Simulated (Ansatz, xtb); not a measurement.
CH4CuFNSi+: which of two structures lies lower

Structure a: a singlet given by its coordinates. Structure b: a singlet given by its coordinates. Both are isolated ions in the gas phase, relaxed with B3LYP/6-31G*.

a (Å):

```json
{"atom": "C", "x (Å)": "1.4947", "y (Å)": "-1.1747", "z (Å)": "0.1206"}
{"atom": "Cu", "x (Å)": "1.1290", "y (Å)": "2.4423", "z (Å)": "-1.1738"}
{"atom": "F", "x (Å)": "-0.3007", "y (Å)": "-0.1582", "z (Å)": "2.1368"}
{"atom": "N", "x (Å)": "0.3666", "y (Å)": "1.7330", "z (Å)": "0.2534"}
{"atom": "Si", "x (Å)": "0.5039", "y (Å)": "0.2088", "z (Å)": "0.8222"}
{"atom": "H", "x (Å)": "0.8312", "y (Å)": "-2.0137", "z (Å)": "-0.1200"}
{"atom": "H", "x (Å)": "2.0330", "y (Å)": "-0.8714", "z (Å)": "-0.7809"}
{"atom": "H", "x (Å)": "2.2140", "y (Å)": "-1.5255", "z (Å)": "0.8701"}
{"atom": "H", "x (Å)": "-0.2357", "y (Å)": "2.3672", "z (Å)": "0.7830"}
```

Close contacts (Å): C1–Si5 1.84, Cu2–N4 1.77, Cu2–Si5 3.06, F3–Si5 1.58, N4–Si5 1.63, C1–H6 1.10, C1–H7 1.09, C1–H8 1.10, N4–H9 1.02.

b (Å):

```
atom    x (Å)    y (Å)    z (Å)
   C   1.3533  -1.3159   0.0470
  Cu  -0.1083   3.1536   0.8476
   F   1.0120   0.4262   2.3342
   N   0.3171   1.6515   0.0098
  Si   0.8699   0.3114   0.7594
   H   0.7376  -2.1094   0.4866
   H   1.2272  -1.3197  -1.0393
   H   2.4004  -1.5300   0.2915
   H   0.2074   1.6298  -1.0041
```

Close contacts (Å): C1–Si5 1.84, Cu2–N4 1.77, Cu2–Si5 3.01, F3–Si5 1.59, N4–Si5 1.63, C1–H6 1.10, C1–H7 1.09, C1–H8 1.10, N4–H9 1.02.

Energies in hartree; the thermal terms are from B3LYP/6-31G* harmonic frequencies (ideal gas, rigid rotor, one conformer each, 400 K, 1 atm) and include the zero-point energy:

|  | a | b |
| --- | --- | --- |
| E, CCSD(T)/def2-SVP | −2122.313645 | −2122.316310 |
| E, MP2/def2-SVP | −2122.298341 | −2122.300851 |
| E, MP2/def2-TZVPP | −2123.507590 | −2123.509418 |
| zero-point energy | 0.056887 | 0.056858 |
| H(400 K) − E | 0.069338 | 0.069287 |
| G(400 K) − E | 0.009010 | 0.009240 |

**Question.** Correct the CCSD(T) difference for the basis set by the MP2 change, then work out ΔE, ΔE₀, ΔH and ΔG for a → b in kcal/mol (1 Eh = 627.51 kcal/mol) and the equilibrium ratio [b]/[a].

**Answer.** 1. Differences b − a: CCSD(T) −0.002665, MP2 in the small set −0.002510, MP2 in the large set −0.001828 Eh.
2. ΔE = −0.002665 + (−0.001828 − (−0.002510)) = −0.001983 Eh = −1.24 kcal/mol.
3. ΔE₀ = ΔE + ΔZPE = −0.001983 + (−0.000029) Eh = −1.26 kcal/mol.
4. ΔH = ΔE + (−0.000051) Eh = −1.28 kcal/mol.
5. ΔG = ΔE + (+0.000230) Eh = −1.10 kcal/mol, so ΔS = (ΔH − ΔG)/T = −1.8 J/(mol K).
6. kT = 1.2667 mEh, so K = [b]/[a] = exp(−ΔG/kT) = exp(+1.38) ≈ 4.

Structure b is favoured at this temperature. An error of 1 kcal/mol in ΔG would change K by a factor of 3.5. Large T1 diagnostics make the coupled-cluster value less sure. Mirror images and further conformers aren't counted.

Other levels gave ΔE = −1.2 (B3LYP/6-31G*); −2.0 (HF/def2-SVP); −1.6 (MP2/def2-SVP); −1.7 (CCSD(T)/def2-SVP) kcal/mol. The correlated steps freeze 13 core orbitals; the last core shell of Cu is correlated, in a basis made for valence electrons. Programs: Ansatz 0.2.0.
